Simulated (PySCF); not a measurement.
**Atomic charges against the basis set**

Species: CH7BN2O.
Cartesian coordinates in Å at the PBE0-D3(BJ)/def2-SVP level; atoms count from 1:
```
atom  x, y, z in Å
N1    -1.048    1.457    0.663
B2    -0.337    0.254    0.441
N3    -0.961   -0.971    0.122
C4     1.258    0.233    0.538
O5     1.849   -0.909   -0.064
H6    -2.056    1.527    0.673
H7    -0.582    2.332    0.850
H8    -0.396   -1.809    0.081
H9    -1.957   -1.129    0.067
H10    1.544    0.201    1.604
H11    1.703    1.173    0.148
H12    1.564   -0.917   -0.983
```

PBE0 throughout (PySCF), one geometry, spherical d and f functions. One conformer (not necessarily the lowest) at the PBE0-D3(BJ)/def2-SVP geometry, without solvent, vibrations or thermal averaging. Atoms taken as equivalent share a column and are averaged.

Mulliken charges (e):

```
        basis  functions   N1/N3      B2      C4      O5  H6/H7/H8/H9  H10/H11     H12
     pcSseg-0         59  -0.887  +0.903  -0.476  -0.669       +0.307   +0.214  +0.361
       6-31G*         84  -0.829  +0.488  -0.218  -0.664       +0.334   +0.152  +0.411
      cc-pVDZ        105  -0.076  -0.142  +0.058  -0.298       +0.086   +0.026  +0.141
     def2-SVP        105  -0.152  -0.162  +0.098  -0.355       +0.123   +0.031  +0.168
6-311+G(2d,p)        177  -0.718  +0.716  -0.367  -0.407       +0.240   +0.137  +0.262
  aug-cc-pVDZ        178  -0.104  +0.716  +0.828  -0.513       -0.076   -0.309  +0.100
    def2-TZVP        197  -0.550  +0.221  -0.108  -0.470       +0.235   +0.105  +0.307
     IGLO-III        245  -0.578  +0.612  -0.297  -0.438       +0.193   +0.112  +0.284
      cc-pVTZ        248  -0.297  +0.063  -0.033  -0.357       +0.147   +0.064  +0.205
```

IAO charges (e):

```csv
basis,functions,N1/N3,B2,C4,O5,H6/H7/H8/H9,H10/H11,H12
pcSseg-0,59,-0.552,+0.236,-0.220,-0.515,+0.252,+0.135,+0.325
6-31G*,84,-0.592,+0.285,-0.194,-0.539,+0.259,+0.129,+0.338
cc-pVDZ,105,-0.583,+0.265,-0.194,-0.539,+0.259,+0.128,+0.340
def2-SVP,105,-0.573,+0.259,-0.190,-0.536,+0.256,+0.126,+0.337
"6-311+G(2d,p)",177,-0.618,+0.281,-0.203,-0.566,+0.272,+0.139,+0.355
aug-cc-pVDZ,178,-0.615,+0.277,-0.200,-0.565,+0.272,+0.138,+0.355
def2-TZVP,197,-0.615,+0.283,-0.201,-0.562,+0.271,+0.137,+0.353
IGLO-III,245,-0.619,+0.283,-0.203,-0.566,+0.273,+0.139,+0.356
cc-pVTZ,248,-0.612,+0.282,-0.202,-0.560,+0.270,+0.136,+0.353
```

Some averages cover members that differ in this geometry, most widely: H6/H7/H8/H9, Mulliken in aug-cc-pVDZ -0.108 to -0.055; H10/H11, IAO in pcSseg-0 +0.114 to +0.157; H10/H11, Mulliken in cc-pVTZ +0.042 to +0.085; H10/H11, IAO in 6-31G* +0.109 to +0.149 e.

Task: Which scheme is steadiest as the basis changes?

Result: Largest range over the bases for any column: IAO 0.07 e, Mulliken 1.30 e. IAO charges move least and Mulliken charges most, counted in e.

Task: How much do the charges still move between the two largest bases, IGLO-III and cc-pVTZ?

Result: At most, over all atoms: Mulliken 0.549 e, IAO 0.007 e.

Task: What do the same runs give for the total energy, the frontier levels and the dipole moment?

Result: 
```
        basis  energy (Eh)  HOMO (eV)  LUMO (eV)  μ (D)
     pcSseg-0    -251.1014      -6.68       1.98   3.07
       6-31G*    -251.6650      -6.51       2.31   2.60
      cc-pVDZ    -251.6988      -6.59       1.82   2.49
     def2-SVP    -251.5023      -6.69       1.71   2.60
6-311+G(2d,p)    -251.7746      -7.03      -0.08   2.52
  aug-cc-pVDZ    -251.7318      -7.01      -0.27   2.44
    def2-TZVP    -251.7921      -6.97       0.77   2.49
     IGLO-III    -251.8025      -7.01       0.42   2.45
      cc-pVTZ    -251.7858      -6.90       1.07   2.44
```

The dipole is fixed by the density alone, so its range of 0.63 D shows that the density itself changes with the basis, not only its division among atoms.
